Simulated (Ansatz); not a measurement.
This singlet lies 1.18 eV below the relaxed triplet at the level B3LYP/aug-cc-pVTZ // PBE0-D3(BJ)/def2-TZVPD (Ansatz, a quantum-chemistry and plane-wave program).

Species: C₂H₃AlCl, SMILES `C=[CH][Al-][Cl]` (lower singlet; C–C–Al–Cl torsion 180°) (charge -1, multiplicity 1).

Give a relaxed geometry from Ansatz with PBE0-D3(BJ)/def2-TZVPD.

Several could match; the one computed here: the end point of this relaxation, one of several conformers (outside a Z-matrix the atoms follow the SMILES, hydrogens last).
Z-matrix (Å, degrees):
```
C
C 1 1.3368
H 2 1.0933 1 120.70
H 2 1.0935 3 114.89 1 179.96
H 1 1.0962 2 116.14 3 179.97
Al 1 2.0411 5 123.70 2 179.96
Cl 6 2.3000 1 96.12 5 -0.10
```
